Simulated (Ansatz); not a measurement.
Compare A (`CB([SiH3])CF`) with its isomer B (`CB[SiH](C)F`).

Gas-phase electronic energies from Ansatz, PBE0-D4/def2-TZVP geometries. CBS: MP2 limit from def2 TZ/QZ plus the TZ coupled-cluster correction, frozen cores. DFT in def2-TZVPP. B3LYP here is the variant with VWN-RPA as its local correlation; programs differ in this. Each species was taken in one conformer, which may not be the lowest.

A:

Z-matrix (Å, degrees):
```
C
B 1 1.560
H 1 1.093 2 115.5
H 1 1.097 2 109.6 3 -122.9
H 1 1.097 2 109.8 3 123.2
Si 2 2.026 1 122.6 3 -179.5
C 2 1.558 1 118.2 3 0.5
H 6 1.490 2 110.2 1 119.7
H 6 1.490 2 110.4 1 -121.1
H 6 1.491 2 112.2 1 -0.6
F 7 1.390 2 115.7 1 179.9
H 7 1.101 2 109.6 1 57.6
H 7 1.101 2 109.6 1 -57.9
```

B:

```xyz
13

C    -1.5250    0.7373    1.1757
B    -0.9168   -0.6055    0.6836
Si    0.9763   -0.7023    0.0023
C     1.1577    0.1881   -1.6302
F     1.4740   -2.2224   -0.2035
H    -2.5833    0.8538    0.9254
H    -0.9814    1.6488    0.9196
H    -1.5041    0.6535    2.2761
H    -1.5995   -1.5907    0.7526
H     1.9107   -0.0917    0.9959
H     2.1899    0.1355   -1.9839
H     0.8903    1.2425   -1.5180
H     0.5113   -0.2468   -2.3958
```

Problem. Which isomer does CCSD(T)/CBS put lower? Give the gap. (Estimate.)

Solution. The calculation gave: B, by 218.7 kJ/mol.

Problem. Give E(B) − E(A) in kJ/mol with B2PLYP, B3LYP, PBE-D4, CCSD/def2-TZVPP, r2SCAN-D4, PBE0-D4, MP2/def2-TZVPP. (Estimate.)

Solution. Computed: B2PLYP -215.1, B3LYP -208.1, PBE-D4 -195.7, CCSD/def2-TZVPP -215.3, r2SCAN-D4 -209.6, PBE0-D4 -203.3, MP2/def2-TZVPP -225.7. None reverses the order clearly.

Largest T1 diagnostic: 0.012.

From PBE to PBE0 (25 % exact exchange), in def2-TZVPP and without D4, E(B) − E(A) moves by −7.5 kJ/mol.
